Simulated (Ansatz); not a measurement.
Molecule: sum formula YOCl (charge 0, singlet). 
Geometry from a B3LYP-D3(BJ)/def2-TZVP (Ansatz, a quantum-chemistry and plane-wave program) optimisation:
```
Y
O 1 1.8123
Cl 1 2.5198 2 118.28
```
Charge 0, spin multiplicity 1.

Wanted: vertical ionisation energy (to the doublet state of charge +1; each state is the SCF solution reached for its spin), in eV. Cores are frozen in the correlated levels unless marked. Open shells are spin-unrestricted. Spin-orbit coupling is left out. Frozen are the shells of the preceding noble gas and the d and f shells that filled before the atom's block. In def2 rows, elements after Kr have scalar-relativistic effective core potentials. CBS(X,Y): correlation extrapolated as X^-3; Hartree-Fock from the larger set. The bracket is a focal-point correction in the basis named.

```tsv
level	program	vertical ionisation energy (eV)
HF/def2-SVPD	Ansatz	7.42
```

Estimate the value at RI-MP2/CBS(def2-TZVPPD,def2-QZVPPD)+[CCSD(T)-MP2]/def2-TZVPPD as computed with Ansatz.

9.35 eV
